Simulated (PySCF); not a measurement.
Here is a job for PySCF.
```python
from pyscf import gto, scf

mol = gto.M(
    atom='''
B     0.000000    0.000000    0.000000
''',
    basis='6-31g',
    charge=0,
    spin=1,
    verbose=4,
)

mf = scf.UHF(mol)
mf.kernel()
```

Task: What does this run give for the number of basis functions, <S^2>, HOMO energy, total energy?

Result: 
number of basis functions: 9
<S^2>: 0.750
HOMO energy: -8.19 eV
total energy: -24.5195 Eh

These values belong to the state on which the SCF converged, which isn't shown to be the lowest.
